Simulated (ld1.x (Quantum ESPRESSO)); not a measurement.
# Rb (Z = 37), TM: configuration errors across variants

```json
{
  "Element": "rubidium",
  "Generator": "ld1.x (Quantum ESPRESSO) 7.5",
  "Type": "norm-conserving Troullier–Martins (Kleinman–Bylander form)",
  "Functional": "LDA (PZ)",
  "Relativity": "scalar-relativistic",
  "Frozen core": "[Kr]",
  "Valence charge": "1",
  "Reference configuration": "5s1 5p0",
  "Partial waves": "5s (bound): rc 3.20 bohr; 4d channel at -0.15 Ry: rc 3.35 bohr; 4f channel at -0.1 Ry: rc 3.50 bohr; 5p (bound, empty): rc 3.30 bohr",
  "Local potential": "the p channel",
  "Core correction": "Bessel-smoothed model core inside 1.60 bohr"
}
```

All-electron excitation energies from the reference (eV): (1) 5s0.5 5p0 1.659; (2) 5s0 5p1 1.620; (3) 5s1 5p0 spin -0.125; (4) 5s0.5 5p0 spin 1.616.

Spin tests fill each open shell by Hund’s rule, majority spin first.

1 further variants failed, have other tests or too few solved ones, and are left out.

A true bound ghost makes a file unfit for plane-wave use even where its test errors are small: the radial tests pick states by their node count and pass the ghost by.

Errors AE − PS in meV (a dash: test not solved or not reliable):

| change | (1) | (2) | (3) | (4) | bound ghosts |
| --- | --- | --- | --- | --- | --- |
| base | -3.3 | -2.5 | -1.2 | -4.1 | s |
| wave 4f channel at -0.1 Ry: rc 3.50 bohr becomes 4f channel at -0.1 Ry: rc 4.68 bohr | -3.3 | -2.5 | -1.2 | -4.1 | s |
| wave 5p (bound): rc 3.30 bohr becomes 5p (bound): rc 3.72 bohr | -4.1 | -6.8 | -1.2 | -4.6 | s |
| all radii but the core radius scaled by about 1.07 (s 3.44, p 3.54, d 3.60, f 3.76 bohr) | -3.5 | -4.9 | -1.0 | -4.1 | s |
| core correction Bessel-smoothed model core inside 2.50 bohr | -3.3 | -2.4 | -1.2 | -4.0 | s |

(1) Give the same row for: local potential the d channel.

## Answers

(1) -3.6, +14, -1.2, -4.3; bound ghosts: s.
